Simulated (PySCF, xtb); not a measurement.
C4H11FSi, SMILES F[C@H](CCC)[SiH3].

xtb with GFN2-xTB at its own geometry gives an orbital gap of 5.48 eV and a dipole moment of 2.15 D.

Geometry optimised at r2SCAN-D4/def2-SVP. The structure was generated by enumeration; whether it is a known compound was not checked. One conformer was computed; it need not be the lowest.

### Question
What does PySCF with ωB97X/def2-TZVP give? (Estimate from the structure and the level; the computed values follow.)

### Answer
gap 13.15 eV (levels -10.61 and 2.54 eV), dipole 1.66 D.
